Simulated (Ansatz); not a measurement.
Ansatz (a first-principles code) input:

Ansatz 0.2 input:
```yaml
crystal:
  periodic: [false, false, false]
  atoms:
    - {symbol: F, position_ang: [0.17841040, 1.84655726, -0.06076057]}
    - {symbol: Si, position_ang: [0.06827551, 0.33106543, -0.58354676]}
    - {symbol: Cl, position_ang: [-0.16286411, 0.44454149, -2.55240772]}
    - {symbol: N, position_ang: [-1.21511801, -0.43787811, 0.23653580]}
    - {symbol: Si, position_ang: [-2.82825466, 0.17117091, 0.47008260]}
    - {symbol: O, position_ang: [1.42379553, -0.43397848, -0.21073716]}
    - {symbol: Si, position_ang: [3.02519869, -0.38025008, 0.10325393]}
    - {symbol: H, position_ang: [-1.01195526, -1.35295993, 0.59820934]}
    - {symbol: H, position_ang: [-3.48489708, -0.88277575, 1.24251137]}
    - {symbol: H, position_ang: [-3.45464805, 0.37197167, -0.83795587]}
    - {symbol: H, position_ang: [-2.75643896, 1.43559825, 1.20032603]}
    - {symbol: H, position_ang: [3.24904292, 0.64540149, 1.11747962]}
    - {symbol: H, position_ang: [3.27277206, -1.73647509, 0.58120886]}
    - {symbol: H, position_ang: [3.70318100, -0.06619885, -1.15168313]}
basis:
  gaussian:
    orbitals: def2-TZVP
hamiltonian:
  xc: b3lyp
  dispersion: d3bj
relax: {f_tol: 0.002, max_steps: 150}
```

### Question
Predict the final energy.

### Answer
-1563.23708 Eh (B3LYP-D3(BJ)/def2-TZVP). The basis has 283 functions.
